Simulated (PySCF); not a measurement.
Electron correlation in Cl (chlorine, neutral)

[Ne] 3s2 3p5, 2P determinant. Calculation: PySCF 2.14, in aug-cc-pV(D+d)Z (5s4p3d, 32 functions); no relativity, point nucleus. Frozen: [Ne]; 7 electrons correlated.

```tsv
level	correlation energy (mhartree)
CCSD	-142.36
(T)	-2.66
CCSD(T)	-145.02
CCSDT	-145.45
```

Diagnostics: T1 = 0.0070, D1 = 0.0228, largest double amplitude 0.045.

Cost of the coupled-cluster step: roughly 0.7 core-seconds, for 7 correlated electrons.
